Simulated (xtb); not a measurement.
xtb input:

```bash
xtb mol.xyz --gfn 2 --sp --chrg 1 --uhf 0
```
mol.xyz:
```
4

P     -0.06749770    -0.08696972    -0.56484595
O      0.05549852     0.13697337     0.97144688
H      1.31307843     0.16633008    -0.82689104
H     -0.74460107     0.04242879     1.52800534
```

Task: Predict the final energy.

Result: -7.13049 Eh (GFN2-xTB).

It need not be the lowest isomer of its formula.
